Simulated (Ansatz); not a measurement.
Consider the redistribution: `[CH3][SnH]([OH])[SH]` + `[CH3][Sn]([F])([F])[F]` → `[CH3][SnH]([CH3])[OH]` + `[F][Sn]([F])([F])[SH]`.

Isolated molecules relaxed with PBE0-D4/def2-TZVP in Ansatz; ΔE leaves out vibrations. CCSD(T)/CBS is the MP2 limit (def2-TZVPP, def2-QZVPP) plus CCSD(T) − MP2 in def2-TZVPP, frozen cores. Functionals use def2-TZVPP. def2 core potentials past Kr. For Sn outer-core shells are correlated without core-valence functions, which leaves a few kJ/mol of doubt a bond. One conformer a species, not always the lowest.

```json
{"level": "LDA (SPW92)", "ΔE (kcal/mol)": "9.9"}
{"level": "CCSD/def2-SVP", "ΔE (kcal/mol)": "9.1"}
```

(1) What does CCSD(T)/CBS give? (An estimate is asked.)

Largest T1 diagnostic among the species: 0.015.

Answers

(1) Computed: +9.4 kcal/mol. The listed levels differ from it by 0.5, -0.3 kcal/mol.

Leaving LDA and LC-ωPBE aside and taking each functional with its dispersion term where it has one, the values, not all of them listed here, spread over 0.9 kcal/mol, from B97M-V to BHLYP-D4.
